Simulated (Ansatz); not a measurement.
The cluster Pd₂O⁺, relaxed as a doublet with UKS PBE-D4/def2-TZVP in Ansatz, starting from the GFN1-xTB geometry. Force threshold 0.02 eV/Å.

In the def2 sets Pd takes a core potential; there is no spin–orbit coupling. The charge 1 doublet is spin-contaminated (final ⟨S²⟩ up to 1.76, 0.75 for a pure state). At PBE-D4/def2-TZVP a quartet of charge 1 lies 0.22 eV below the doublet, each at its own geometry. The structure comes from a short search, and lower isomers may exist.

Start:

```xyz
3

Pd   -0.547   -1.024   -1.437
Pd    0.546    1.024    1.437
O     0.001    0.000    0.000
```

```
step  energy (eV)  largest force component (eV/Å)  SCF passes
   1   -8999.1894                           0.139          28
   2   -8999.1901                           0.061          26
   3   -8999.1902                           0.001          26
```

Force components are those of the run's own axes.

End:

```xyz
3

Pd   -0.549   -1.027   -1.442
Pd    0.548    1.028    1.442
O     0.001    0.000    0.000
```

By distances, no bond broke or formed. The bond that changes most is Pd1–O3, from 1.85 to 1.85 Å (atoms count from 1).

No frequencies were taken in this run, so the end may be a saddle point.

Hardware: 4 threads of Arm Neoverse V2 on a shared host. Wall time 3.3 s.
